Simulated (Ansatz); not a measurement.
Frontier orbitals of `C[N](C)[Hf]([F])([N](C)C)[N](C)C`.

```xyz
29

C    -2.677   -0.826    0.081
N    -1.865    0.361    0.006
C    -2.601    1.555    0.352
Hf    0.075    0.608   -0.567
F     0.250    2.024   -1.890
N     0.728   -1.178   -1.299
C     1.650   -2.137   -0.746
C     0.254   -1.562   -2.609
N     1.160    1.015    1.108
C     0.783    1.002    2.498
C     2.527    1.444    0.912
H    -3.065   -0.988    1.098
H    -2.095   -1.706   -0.199
H    -3.548   -0.768   -0.590
H    -1.968    2.449    0.273
H    -3.465    1.714   -0.310
H    -2.977    1.519    1.385
H     1.998   -1.811    0.237
H     2.532   -2.273   -1.390
H     1.182   -3.126   -0.626
H    -0.433   -0.810   -3.018
H     1.078   -1.670   -3.330
H    -0.292   -2.516   -2.583
H     0.888    1.995    2.960
H     1.407    0.308    3.080
H    -0.257    0.688    2.609
H     2.702    2.456    1.304
H     3.241    0.768    1.406
H     2.787    1.463   -0.154
```

The species carries charge 0 and has multiplicity 1. Correlated methods include outer-core shells of Hf, which these sets cover unevenly. Hf takes the def2 core potential. All single points use the PBE0-D4/def2-TZVP geometry. It is one conformer, not always the lowest. Basis def2-TZVPP, Ansatz.

Orbital energies of one run (eV). Highest occupied ones, from the top: -7.47, -7.73, -7.73, -10.30, -10.30, -10.34, -11.74, -11.74, -11.76, -12.33, -12.33, -12.40, -12.48, -12.48. Empty: 0.95, 1.56, 1.56, 2.03, 2.06, 2.06.

(1) Which functional gave them?
A. revPBE
B. CAM-B3LYP
C. LC-ωPBE
D. PBE0

## Answers

(1) B. HOMO energies: CAM-B3LYP -7.47, PBE0 -6.11, LC-ωPBE -8.77, revPBE -4.80 eV.

LC-ωPBE has ω = 0.4 bohr⁻¹.
